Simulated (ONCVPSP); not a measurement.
# An all-electron radial function and its pseudo partner (Eu (Z = 63))

Columns: radius, all-electron u(r) and pseudo u(r) of the 5s shell (level -48.22 eV) of europium in the configuration [Kr] 4d10 4f6 5s2 5p6 5d1 6s2; PBE, scalar-relativistic, ONCV scheme, ONCVPSP 4.0.1.

```tsv
r (bohr)	all-electron	pseudo
0.140	0.2362	0.0559
0.280	0.0109	0.1337
0.420	-0.5305	0.2470
0.560	-0.3679	0.3956
0.700	0.1141	0.5647
0.840	0.5624	0.7294
0.980	0.8555	0.8633
1.120	0.9936	0.9464
1.260	1.0155	0.9701
1.400	0.9629	0.9373
1.540	0.8694	0.8603
1.680	0.7589	0.7573
1.820	0.6463	0.6462
1.960	0.5405	0.5404
2.100	0.4457	0.4457
2.240	0.3636	0.3636
2.380	0.2942	0.2942
2.520	0.2364	0.2364
2.660	0.1890	0.1889
2.800	0.1504	0.1504
2.940	0.1193	0.1192
3.080	0.0943	0.0943
3.220	0.0744	0.0744
3.360	0.0586	0.0586
3.500	0.0460	0.0460
3.640	0.0361	0.0361
```

Task: How many radial nodes do the two functions have?

Result: The all-electron 5s function has n − l − 1 = 4 (the table is too coarse to show those close to the nucleus); the pseudo-wave has 0, since the states of the same l below it are removed with the core.

Task: At about which radius was the pseudo-wave matched?

Result: 1.90 bohr, where the columns begin to agree (steps of 0.14 bohr).

Task: Where does each function peak?

Result: Outermost all-electron maximum near 1.26 bohr, pseudo maximum near 1.26 bohr (to the table’s step).

Task: Is the pseudo-wave norm-conserving?

Result: Yes: the ONCV scheme keeps the norm inside the radius equal to the all-electron one, which fixes the energy derivative of the logarithmic derivative at the level.
